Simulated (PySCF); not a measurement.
Geometry (Å), atoms numbered from 1 in this order:
```xyz
21

C     2.4921   -1.7271   -0.5288
C     1.5024   -1.0256   -1.0757
F     0.7601   -1.5754   -2.0503
C     1.0624    0.3584   -0.7516
C    -0.3831    0.4492   -0.2390
C    -0.8308    1.9051   -0.1985
C    -0.5316   -0.2491    1.1140
C    -1.9636   -0.3862    1.6062
H     2.7120   -2.7404   -0.8698
H     3.0941   -1.2891    0.2670
H     1.7550    0.7914   -0.0123
H     1.1531    0.9645   -1.6705
H    -1.0176   -0.0866   -0.9685
H    -0.7410    2.3783   -1.1886
H    -0.2137    2.4865    0.5073
H    -1.8793    2.0017    0.1184
H     0.0710    0.2993    1.8620
H    -0.0773   -1.2519    1.0443
H    -2.4426    0.5907    1.7735
H    -2.5819   -0.9377    0.8794
H    -2.0047   -0.9353    2.5590
```

Geometry: PBE0-D3(BJ)/def2-SVP; GIAO shifts from PySCF 2.14.0 with density-fitted response routines, gas phase, non-relativistic, averaged over equivalent atoms.

At HF/pcSseg-1 (201 basis functions, 35 s wall time on 1 thread of an AMD EPYC, shared host):
| atoms | δ (ppm) |
| --- | --- |
| C2 | 173.2 |
| C1 | 98.5 |
| C4 | 39.1 |
| C5 | 26.5 |
| C7 | 25.6 |
| C6 | 19.7 |
| C8 | 13.7 |
| F3 | -78.8 |
| H9 | 4.93 |
| H10 | 4.41 |
| H12 | 2.01 |
| H18 | 1.55 |
| H11 | 1.41 |
| H13 | 1.10 |
| H19/H20/H21 | 1.00 |
| H14/H15/H16 | 0.92 |
| H17 | 0.35 |

δ = σ(ref) − σ, references computed at the same level: TMS for $^{13}$C (190.85 ppm) and $^{1}$H (31.69 ppm); $^{19}$F (246.35 ppm) against CFCl3.

Q: Predict the values at PBE0/pcSseg-1 on the same geometry.

A: 
| atoms | δ at PBE0/pcSseg-1 | change |
| --- | --- | --- |
| C2 | 174.8 | +1.6 |
| C1 | 96.8 | -1.7 |
| C4 | 44.5 | +5.4 |
| C5 | 32.5 | +6.0 |
| C7 | 29.2 | +3.6 |
| C6 | 20.7 | +1.0 |
| C8 | 13.8 | +0.1 |
| F3 | -91.5 | -12.7 |
| H9 | 4.77 | -0.16 |
| H10 | 4.36 | -0.05 |
| H12 | 2.20 | +0.19 |
| H18 | 1.76 | +0.21 |
| H11 | 1.52 | +0.11 |
| H13 | 1.38 | +0.28 |
| H19/H20/H21 | 0.97 | -0.03 |
| H14/H15/H16 | 0.90 | -0.02 |
| H17 | 0.45 | +0.10 |

Shifts are taken against calculated references (same method and geometry level): TMS for $^{13}$C (σref 184.41) and $^{1}$H (σref 31.27); $^{19}$F (σref 177.25) against CFCl3.

The largest change is at F3 (vinylic fluorine). Cost: 201 basis functions, 100 s wall time on 1 thread of an AMD EPYC, shared host. The order of the carbon signals is the same at both levels.

Unscaled 19F shifts against computed CFCl3 carry errors that often reach 10 to 50 ppm.
